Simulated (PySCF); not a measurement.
Vertical excitations of a molecule C3H7AlO2 from TDA-M06-2X/def2-SVPD (PySCF 2.14.0), as energy in eV (oscillator strength): 5.69 (0.054), 6.15 (0.069), 7.01 (0.202), 7.10 (0.111), 7.40 (0.002), 7.47 (0.000), 7.70 (0.051), 7.85 (0.115), 7.92 (0.057), 7.96 (0.020). Lowest triplet (TDA): 4.38 eV. Geometry: B3LYP-D3(BJ)/def2-SVP. The values are those of a single conformer.

Task: Identify the compound among the candidates.
A) C=C[CH2][Al]([OH])[OH]
B) [CH3][AlH][O]C(C)=O
C) C=[CH][Al]([OH])[O]C

Result: A, C=C[CH2][Al]([OH])[OH]
